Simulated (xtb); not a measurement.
C4H3ClF2, SMILES CC(Cl)=C=C(F)F. All values are semi-empirical tight-binding results from xtb (GFN2-xTB unless named), good for trends rather than for accurate numbers. Geometry: GFN2-xTB. The structure was generated by enumeration, and PubChem lists no compound with its InChIKey, so it may never have been made.

point group as xtb finds it: Cs
orbital gap: 4.56 eV
dipole moment: 3.17 D
zero-point energy: 36.5 kcal/mol
G − E(el) at 298.15 K (modified RRHO): 15.6 kcal/mol
static polarisability (D4 model): 61.9 bohr³
solvation energy, GFN2-xTB/ALPB(water): -2.7 kcal/mol
solvation energy, GFN2-xTB/ALPB(octanol): -5.6 kcal/mol
